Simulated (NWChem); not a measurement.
C₂H₃FSi; SMILES C#C[SiH2]F

```xyz
7

Si    -0.4849     0.6241    -0.0004
F      0.8426     1.5575     0.0006
C      0.0182    -1.1320    -0.0013
C      0.3352    -2.3067    -0.0018
H     -1.2608     0.9256    -1.2305
H     -1.2617     0.9243     1.2294
H      0.6178    -3.3452    -0.0022
```
Atoms are numbered in this order, from 1.

Program: NWChem. Pople sets run with spherical d functions. The geometry was optimised at PBE0/def2-SVP. GIAO values for the isolated, static molecule; σ is the absolute isotropic shielding, δ = σ(reference) − σ with the isolated reference molecule computed at the same levels (13C: tetramethylsilane, 19F: trichlorofluoromethane, 1H: tetramethylsilane, 29Si: tetramethylsilane).

| level | δ Si1 (ppm) | δ F2 (ppm) | δ C3 (ppm) | δ C4 (ppm) | δ H5 (ppm) | δ H7 (ppm) |
|---|---|---|---|---|---|---|
| Hartree-Fock/6-31G* | -24.6 | -135.7 | 74.2 | 99.6 | 5.00 | 3.03 |
| PBE0/pcSseg-1 | [?] | [?] | [?] | [?] | [?] | [?] |
| B3LYP/6-311G** | -34.0 | -220.4 | 82.8 | 102.0 | 5.15 | 2.46 |
| LDA (Slater exchange, VWN5)/pcSseg-1 | -23.2 | -238.1 | 91.0 | 110.1 | 5.54 | 2.45 |

**Question.** Complete the blanks.

**Answer.** 
- PBE0/pcSseg-1, δ Si1 (ppm): -30.4
- PBE0/pcSseg-1, δ F2 (ppm): -209.6
- PBE0/pcSseg-1, δ C3 (ppm): 84.9
- PBE0/pcSseg-1, δ C4 (ppm): 106.5
- PBE0/pcSseg-1, δ H5 (ppm): 5.05
- PBE0/pcSseg-1, δ H7 (ppm): 2.58
